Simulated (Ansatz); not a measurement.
ClF₉Si₃Sn (`F[Si](F)(F)[Sn]([Cl])([Si](F)(F)F)[Si](F)(F)F`), 14 atoms. Total charge 0; spin multiplicity 1. Correlated methods include outer-core shells of Sn, which these sets cover unevenly. Sn takes the def2 core potential. Hardware: A = 11 threads of an AMD EPYC 7R13 on a shared host and a whole NVIDIA H100 80 GB; B = 11 threads of an AMD EPYC 7R13 on a shared host. Correlated methods freeze the cores.

**Question.** Give the basis size and wall time and peak host memory of each of these runs in Ansatz. RKS ωB97M-V/def2-QZVPP energy [A]; RKS PBE0-D4/def2-SVP energy [B]; RKS ωB97M-V/def2-SVP energy [B]; RKS PBE0-D4/def2-QZVPP energy [A]; RKS PBE0-D4/def2-TZVP frequencies [A]; RKS ωB97M-V/def2-TZVPP energy and forces [A]; RKS PBE-QIDH (frozen core)/def2-TZVPP energy [A]; direct RPA on PBE orbitals/def2-TZVPP energy [A]; RHF-MP2/def2-QZVPP energy [A]; RKS HSE06 (plane-wave form)-D4/def2-TZVPP energy [A]; RHF-CCSD(T)/def2-TZVPP energy [A]; RHF-CCSD(T)/def2-SVP energy [A]. (Estimate.)

**Answer.** The calculation gave: Other jobs shared the machine, so times are rough.

```json
{"level": "RKS HSE06 (plane-wave form)-D4/def2-TZVPP", "job": "energy [A]", "functions": "497", "wall time": "2 s", "peak host memory (GiB)": "1.4"}
{"level": "RKS PBE0-D4/def2-SVP", "job": "energy [B]", "functions": "224", "wall time": "2.2 s", "peak host memory (GiB)": "1.4"}
{"level": "RKS PBE-QIDH (frozen core)/def2-TZVPP", "job": "energy [A]", "functions": "497", "wall time": "3 s", "peak host memory (GiB)": "2.5"}
{"level": "RKS PBE0-D4/def2-QZVPP", "job": "energy [A]", "functions": "875", "wall time": "3.1 s", "peak host memory (GiB)": "1.5"}
{"level": "direct RPA on PBE orbitals/def2-TZVPP", "job": "energy [A]", "functions": "497", "wall time": "3.1 s", "peak host memory (GiB)": "2.5"}
{"level": "RKS ωB97M-V/def2-TZVPP", "job": "energy and forces [A]", "functions": "497", "wall time": "3.7 s", "peak host memory (GiB)": "1.6"}
{"level": "RHF-CCSD(T)/def2-SVP", "job": "energy [A]", "functions": "224", "wall time": "3.9 s", "peak host memory (GiB)": "1.4"}
{"level": "RKS ωB97M-V/def2-QZVPP", "job": "energy [A]", "functions": "875", "wall time": "4.5 s", "peak host memory (GiB)": "1.6"}
{"level": "RHF-MP2/def2-QZVPP", "job": "energy [A]", "functions": "875", "wall time": "4.7 s", "peak host memory (GiB)": "1.6"}
{"level": "RKS ωB97M-V/def2-SVP", "job": "energy [B]", "functions": "224", "wall time": "7 s", "peak host memory (GiB)": "1.5"}
{"level": "RHF-CCSD(T)/def2-TZVPP", "job": "energy [A]", "functions": "497", "wall time": "64 s", "peak host memory (GiB)": "1.4"}
{"level": "RKS PBE0-D4/def2-TZVP", "job": "frequencies [A]", "functions": "477", "wall time": "79 s", "peak host memory (GiB)": "1.5"}
```
